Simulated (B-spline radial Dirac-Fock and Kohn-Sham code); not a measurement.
# Kohn-Sham estimates against Dirac-Fock for the levels of Ca⁴⁺

System: the Ca⁴⁺ ion in the configuration [Ne] 3s2 3p4.

The density-functional columns are spherical, spin-unpolarised Dirac-Kohn-Sham results without Breit or QED terms: −ε is minus the orbital energy of the initial state and ΔSCF the difference of two total energies. The reference in the last column comes from multi-electron Dirac-Fock with separately optimised hole states, Breit and Lamb-shift corrections added in first order. All numbers are from a radial finite-basis atomic code, in eV; a selection of levels is shown.

| level | PBE −ε | PBE ΔSCF | LDA −ε | LDA ΔSCF | Dirac-Fock |
| --- | --- | --- | --- | --- | --- |
| K (1s) | 4008.8 | 4130.5 | 3997.4 | 4118.7 | 4112.3 |
| L1 (2s) | 472.0 | 497.1 | 470.7 | 495.9 | 511.3 |
| L2 (2p1/2) | 395.1 | 423.4 | 395.0 | 423.2 | 422.3 |
| M1 (3s) | 97.53 | 107.2 | 97.33 | 107.0 | 108.3 |
| M2,3 (3p) | 77.40 | 86.69 | 77.45 | 86.75 | 85.32 |

Problem. Order the estimates of the K (1s) level by their distance from the Dirac-Fock value, nearest first.
A. LDA ΔSCF
B. PBE −ε
C. PBE ΔSCF
D. LDA −ε

Solution. A (6.5 eV), C (18.3 eV), B (103.4 eV), D (114.8 eV).

Values without a named source are computed, but for edge energies of neutral atoms, which are taken from tables.
